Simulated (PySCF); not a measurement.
## Nuclear quadrupole coupling in `FC(F)C(=S)C(F)(F)F`

Species: C3HF5S.
Structure used (GFN2-xTB), in Å, numbered top down from 1:
```xyz
10
C3HF5S angstrom
F     -1.2420    0.6349    1.2986
C     -1.2513    0.4178   -0.0298
F     -1.1528    1.6263   -0.6280
C     -0.0936   -0.4645   -0.4526
S     -0.2497   -1.6095   -1.5680
C      1.2328   -0.1996    0.2437
F      2.2582   -0.7082   -0.4404
F      1.4703    1.1012    0.4069
F      1.2548   -0.7661    1.4586
H     -2.2178   -0.0277   -0.3116
```

Field gradients from the PBE0/pcSseg-1 density (PySCF, non-relativistic), principal values in atomic units, ordered |Vxx| ≤ |Vyy| ≤ |Vzz|:

| atom | Vxx | Vyy | Vzz |
| --- | --- | --- | --- |
| S5 | 0.8592 | 2.5913 | -3.4505 |

Q: Find the asymmetry η = (Vxx − Vyy)/Vzz and the couplings χ = eQV/h (234.96 MHz × Q in barn × V in au), with Q(33S) = −0.0678 b.

A: 
```json
{"atom": "S5", "environment": "thiocarbonyl sulfur", "nucleus": "33S", "η": "0.50", "χzz (MHz)": "54.97", "χxx (MHz)": "-13.69", "χyy (MHz)": "-41.28"}
```

Q: What is Vzz at S5 in SI units (1 au = 9.71736 × 10²¹ V/m²)?

A: -3.4505 au = -33.530 × 10²¹ V/m².

Q: What couplings would deuterons (Q(2H) = 0.00286 b) have in place of the hydrogens, at this geometry?

A: 
```tsv
atom	bonded to	bond length (Å)	Vzz (au)	η	χzz (kHz)
H10	C2	1.101	0.2625	0.02	176
```

One conformer (not necessarily the lowest) at the GFN2-xTB geometry, without solvent, vibrations or thermal averaging. GFN2-xTB bond lengths can be off by several hundredths of an ångström, more for odd bonds, and the gradients follow them. With a basis this small, the couplings can be 20 % off.
